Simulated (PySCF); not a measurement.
## Checking a proposed structure

A compound C₈H₈O₂ gives the data below (simulated from a calculation) and was assigned the structure `O=C1C=C(C2CC2)C(=O)C1`.

13C{1H} NMR (computed): δ 212.4 (C), 208.2 (C), 204.9 (C), 202.5 (C), 14.4 (CH), 13.1 (CH3), 12.8 (CH2, 2C).

1H NMR (300 MHz, computed): δ 2.52 (s, 3H), 1.97 (m, 1H), 1.70 (m, 2H), 1.24 (m, 2H).

One averaged value for each set of equivalent atoms, no solvent, a single conformation, relativity neglected. Structure optimised with GFN2-xTB; NMR shieldings at PBE0/pcSseg-1/GIAO; PySCF.

Chemical shifts δ = σref − σ; 1H (σref 31.72) and 13C (σref 186.93) against TMS, all at this level.

Question: Compare with the shifts computed for the proposed structure, pairing carbons in order of shift.

Answer: Atom-mapped SMILES (the numbers label the heavy atoms): `[O:1]=[C:2]1[CH:3]=[C:4]([CH:5]2[CH2:6][CH2:7]2)[C:8](=[O:9])[CH2:10]1`. Hydrogens are named by the atom that carries them.

| atom | computed for proposal | given list | difference |
| --- | --- | --- | --- |
| C8 | 207.0 | 212.4 | -5.4 |
| C2 | 203.7 | 208.2 | -4.5 |
| C4 | 178.5 | 204.9 | -26.4 |
| C3 | 141.1 | 202.5 | -61.4 |
| C10 | 44.9 | 14.4 | +30.5 |
| C6 | 20.1 | 13.1 | +7.0 |
| C7 | 20.1 | 12.8 | +7.3 |
| C5 | 9.0 | 12.8 | -3.8 |

The rms difference is 26.4 ppm and the largest -61.4 ppm at C3 (β carbon of a C=C–C=O unit). The carbon types in order of shift don't match either: C, C, C, CH, CH2, CH2, CH2, CH for the proposal against C, C, C, C, CH, CH3, CH2, CH2 in the data. The proposal doesn't fit.

Question: Which isomer fits?

Answer: `InChI=1S/C8H8O2/c1-4-6(5-2-3-5)8(10)7(4)9/h5H,2-3H2,1H3`.

Carbon types of the structure: 4 × C, 1 × CH, 2 × CH2, 1 × CH3, which accounts for all hydrogens. δC 212.4, 208.2: unsaturated ring carbon. δC 204.9, 202.5: ring carbonyl carbon. δC 14.4, 12.8: three-membered-ring carbon; carbons of three-membered rings are unusually shielded. δC 13.1: methyl carbon on an unsaturated ring; aliphatic region, no heteroatom directly attached.

Other isomers checked: C=C=C(C#CCC)C(=O)O (rms 63.8 ppm).

The shifts were computed for this structure.

Shifts are as computed. Against solution values, carbons near 30 ppm lie about +3 ppm off and those near 130 ppm about +5 ppm. Of 1211 compounds with measured shifts, 218 miss one by over three times the rms of a fit or turn the order of signals round; such compounds aren't used in these exercises. Multiplicities follow the n + 1 count of equivalent neighbours, as no J values were calculated; m marks all less simple cases, F and P coupling included.
